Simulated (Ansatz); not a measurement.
Geometry optimisation, UKS PBE-D4/def2-SVP (Ansatz 0.2.0).

Input file:

```yaml
crystal:
  periodic: [false, false, false]
  atoms:
    - { symbol: B, position_ang: [-1.34807, -0.55084, -0.24484] }
    - { symbol: Se, position_ang: [-0.47406, 0.74325, -0.96528] }
    - { symbol: S, position_ang: [1.46619, 0.99507, 0.85211] }
    - { symbol: H, position_ang: [-1.92244, -1.42136, 0.22836] }
    - { symbol: H, position_ang: [0.69273, 1.76129, 1.61085] }
magnetization:
  spin_polarized: true
  initial_magnetization: 1
basis:
  gaussian: { orbitals: def2-SVP }
hamiltonian:
  xc: pbe
  dispersion: d4
relax:
  f_tol: 0.015
  max_steps: 40
```

Run as:

```bash
$ ansatz run input.yaml --threads 2 --pin off --max-ram 3072MiB --backend cpu --events-out ev --progress --plain --runs-dir out
```

Q: Where does it end, and by what steps?

A: The run converged. After 22 steps the energy has fallen by 1.946 eV; H5 moved furthest, 1.28 Å. Parted: Se2–S3. Joined: B1–S3.

```json
{"step": "0", "energy less start (eV)": "0.0000", "largest force component (eV/Å)": "1.373", "accepted": "yes"}
{"step": "1", "energy less start (eV)": "-0.0562", "largest force component (eV/Å)": "0.485", "accepted": "yes"}
{"step": "2", "energy less start (eV)": "-0.0943", "largest force component (eV/Å)": "0.383", "accepted": "yes"}
{"step": "3", "energy less start (eV)": "-0.1035", "largest force component (eV/Å)": "0.137", "accepted": "yes"}
{"step": "4", "energy less start (eV)": "-0.1061", "largest force component (eV/Å)": "0.110", "accepted": "yes"}
{"step": "5", "energy less start (eV)": "-0.1189", "largest force component (eV/Å)": "0.176", "accepted": "yes"}
{"step": "6", "energy less start (eV)": "-0.1667", "largest force component (eV/Å)": "0.503", "accepted": "yes"}
{"step": "7", "energy less start (eV)": "-0.3452", "largest force component (eV/Å)": "0.968", "accepted": "yes"}
{"step": "8", "energy less start (eV)": "-0.7080", "largest force component (eV/Å)": "1.591", "accepted": "yes"}
{"step": "9", "energy less start (eV)": "-0.9836", "largest force component (eV/Å)": "1.421", "accepted": "yes"}
{"step": "10", "energy less start (eV)": "-1.3831", "largest force component (eV/Å)": "1.043", "accepted": "yes"}
{"step": "11", "energy less start (eV)": "-1.5364", "largest force component (eV/Å)": "0.505", "accepted": "yes"}
{"step": "12", "energy less start (eV)": "-1.5671", "largest force component (eV/Å)": "0.185", "accepted": "yes"}
{"step": "13", "energy less start (eV)": "-1.5784", "largest force component (eV/Å)": "0.116", "accepted": "yes"}
{"step": "14", "energy less start (eV)": "-1.6057", "largest force component (eV/Å)": "0.621", "accepted": "yes"}
{"step": "15", "energy less start (eV)": "-1.6497", "largest force component (eV/Å)": "1.085", "accepted": "yes"}
{"step": "16", "energy less start (eV)": "-1.7454", "largest force component (eV/Å)": "1.196", "accepted": "yes"}
{"step": "17", "energy less start (eV)": "-1.7831", "largest force component (eV/Å)": "1.941", "accepted": "yes"}
{"step": "18", "energy less start (eV)": "-1.8624", "largest force component (eV/Å)": "1.298", "accepted": "yes"}
{"step": "19", "energy less start (eV)": "-1.9107", "largest force component (eV/Å)": "0.870", "accepted": "yes"}
{"step": "20", "energy less start (eV)": "-1.9212", "largest force component (eV/Å)": "0.485", "accepted": "yes"}
{"step": "21", "energy less start (eV)": "-1.9452", "largest force component (eV/Å)": "0.067", "accepted": "yes"}
{"step": "22", "energy less start (eV)": "-1.9456", "largest force component (eV/Å)": "0.012", "accepted": "yes"}
```

```xyz
5
Properties=species:S:1:pos:R:3
B -0.572 0.180 -0.048
Se -0.881 0.234 -1.918
S 0.794 0.997 0.803
H -1.387 -0.472 0.585
H 0.460 0.589 2.059
```

Whether the end is a true minimum wasn't checked by a vibrational analysis.

Time of the run: 31 s on 2 threads of AMD EPYC 7B13 (Zen 3) (shared host), peak memory 0.18 GiB.
